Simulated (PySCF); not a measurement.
Cl2FH3OSi2, SMILES F[Si](Cl)(Cl)O[SiH3].

Geometry optimised at PBE-D3(BJ)/def2-SVP. The structure was generated by enumeration, and PubChem lists no compound with its InChIKey, so it may never have been made. Other conformers were not sampled.

Two levels are set side by side: PBE/def2-TZVP (PySCF) and HF/def2-TZVP (PySCF). Same geometry, gas phase. Differences are taken from unrounded values.

```json
[
 {"quantity": "orbital gap (eV)", "HF": "15.70", "PBE": "6.53", "PBE minus HF": "-9.17"},
 {"quantity": "highest occupied level (eV)", "HF": "-12.97", "PBE": "-7.98", "PBE minus HF": "4.98"},
 {"quantity": "lowest empty level (eV)", "HF": "2.73", "PBE": "-1.46", "PBE minus HF": "-4.18"},
 {"quantity": "dipole moment (D)", "HF": "1.96", "PBE": "1.72", "PBE minus HF": "-0.25"},
 {"quantity": "mean polarisability (bohr³)", "HF": "65.6", "PBE": "75.2", "PBE minus HF": "9.6"}
]
```

Without exact exchange PBE keeps part of each electron's self-repulsion, which lifts occupied levels and narrows the gap. Loosely held outer electrons make PBE densities more polarisable. Differences between two approximate levels are no errors against the true value.

Rough cost on one machine, each run with all the roots and properties that it gave: HF against PBE about 1/3.
